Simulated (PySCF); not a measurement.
A GIAO shielding run with PySCF (density fitting, non-relativistic, gas phase) on `CSc1cccs1`, C5H6S2:

```
{"job": {"kind": "nmr", "xc": "PBE0", "basis": "pcSseg-1"}, "charge": 0, "multiplicity": 1}
C      2.597434    -0.142856     0.574999
S      1.709179    -0.260693    -1.002766
C      0.054381    -0.061208    -0.472038
C     -1.043675    -0.071217    -1.281393
C     -2.245822     0.114699    -0.565725
C     -2.051398     0.263051     0.767585
S     -0.384208     0.180660     1.191642
H      2.268358    -0.937935     1.237780
H      2.414442     0.829264     1.023667
H      3.650766    -0.258275     0.341631
H     -0.984219    -0.207348    -2.345254
H     -3.214975     0.136084    -1.030735
H     -2.774652     0.416259     1.542879
```

Hardware: 1 thread of an Arm Neoverse V1, shared host. The job also computes population analyses, field gradients, ring-centre shieldings.

(1) How large is the calculation?

(2) How long does it take?

## Answers

(1) 68 electrons, 163 basis functions and 889 auxiliary functions.

(2) 22 s of wall time, with 14 SCF cycles and 5 response iterations. Times on a shared host scatter by some tens of per cent.
